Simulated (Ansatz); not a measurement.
Conformers of `O[SiH2]N[SiH3]`, each relaxed with PBE0-D4/def2-TZVP in Ansatz. CBS adds the triple-zeta coupled-cluster correction to the MP2 limit.

Not all of them had a frequency check.

Conformer A:

```xyz
11

O     0.557    0.654    2.354
Si   -0.260    0.962    0.960
N    -0.559   -0.432   -0.001
Si    0.112   -0.860   -1.534
H     1.432    0.270    2.279
H    -1.530    1.553    1.440
H     0.497    1.891    0.083
H    -1.225   -1.089    0.383
H    -0.891   -0.805   -2.632
H     1.205    0.100   -1.826
H     0.660   -2.244   -1.505
```

Conformer B:

Cartesian coordinates in Å:
```
O 0.558 -2.004 -0.912
Si -0.611 -1.238 -0.044
N -0.554 0.478 -0.135
Si 0.639 1.529 0.544
H 0.587 -1.849 -1.857
H -0.357 -1.695 1.339
H -1.967 -1.618 -0.525
H -1.287 0.912 -0.677
H 1.490 2.174 -0.494
H 1.496 0.695 1.423
H 0.006 2.617 1.337
```

Task: Which is lowest in electronic energy at CCSD(T)/CBS (frozen core, def2 sets), and by how much? (Best estimate.)

Result: Computed: A; B lies 1.0 kJ/mol higher. Gaps under about 2 kJ/mol don't settle the order.

Task: Give the energies relative to A (kJ/mol) with PBE0-D4/def2-TZVPP, ωB97M-V/def2-TZVPP, PBE/def2-TZVPP, HF/def2-TZVPP, SCS-MP2/def2-QZVPP, HF/CBS(def2), CCSD/CBS(def2). (Estimate.)

Result: Ansatz gave: 
```
             level    B
PBE0-D4/def2-TZVPP  1.0
ωB97M-V/def2-TZVPP  1.0
    PBE/def2-TZVPP  1.2
     HF/def2-TZVPP  0.8
SCS-MP2/def2-QZVPP  0.9
      HF/CBS(def2)  0.7
    CCSD/CBS(def2)  0.9
```
